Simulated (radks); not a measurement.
Valence configurations of neutral potassium (all share [Ar]). Calculated with a radial shooting solver on a logarithmic mesh with Libxc functionals: Dirac Kohn-Sham, BLYP, spin-unpolarised, spherical densities, finite nucleus; open shells fill j = l - 1/2 first; Fermi nuclear charge, rms radius 3.4349 fm. Energies are relative to 4s1; eigenvalues in eV.

valence      E (eV)  e(3d3/2)  e(4p1/2)  e(4s1/2)
4s1           0.000         -         -    -2.245
4s0.5 4p0.5   0.797         -    -0.990    -2.633
3d0.5 4s0.5   1.234    -0.312         -    -2.887
4p1           1.641         -    -1.239         -
3d0.5 4p0.5   2.091    -0.404    -1.301         -
3d1           2.537    -0.483         -         -

NIST lists [Ar] 4s1 as the ground configuration; this level of theory agrees among the configurations tried. The energies are those of spherical spin-averaged densities, not of single terms.
